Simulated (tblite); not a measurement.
Question: What does the GFN2-xTB structure of `CO[SiH2]C(C)=O` look like in three dimensions?

Answer: 
```xyz
14
C3H8O2Si angstrom
C     -2.3034   -0.6221    0.1479
O     -0.9377   -0.3387    0.0647
Si    -0.2104    1.1073    0.1575
C      1.6434    0.6759   -0.0563
C      2.0463   -0.7497   -0.3056
O      2.4526    1.5734    0.0138
H     -2.6806   -0.4018    1.1485
H     -2.4438   -1.6817   -0.0660
H     -2.8677   -0.0286   -0.5738
H     -0.4271    1.7641    1.4483
H     -0.6426    2.0092   -0.9135
H      1.5251   -1.1151   -1.1876
H      1.7225   -1.3548    0.5387
H      3.1226   -0.8379   -0.4386
```

Orientation and origin are arbitrary. Atoms count from 1 in this order. The 6 heavy atoms lie in one plane (0.015 Å rms). Si3 (oxygen-bound silicon) is distorted tetrahedral (angles from 103.1° to 112.6°). The C–O distances run from 1.210 Å (C4=O6, drawn double) to 1.397 Å (C1–O2, drawn single), a spread of 0.187 Å. O2 (silyl ether oxygen) is bent (angle 128.0°).

Bonds between heavy atoms (Å): C1–O2 1.397, O2–Si3 1.621, Si3–C4 1.915, C4–C5 1.502, C4=O6 1.210.

Structure optimised with GFN2-xTB, isolated species.

Point group: near Cs, missed by 0.16 Å at most; the miss may be what the optimiser left on a soft mode. Its GFN2-xTB frequencies are all real (lowest 31 cm⁻¹). One conformer, not necessarily the lowest (C1–O2–Si3–C4 180°, O2–Si3–C4–C5 2°). 3 starts were optimised and ended at 0.00, 1.25 and 1.28 kcal/mol (GFN2-xTB); the lowest of these is shown.

The run took 1.6 s of wall time on Arm Neoverse N1, one thread, no GPU (shared host). These figures are those of the optimisation.

These are computed values.
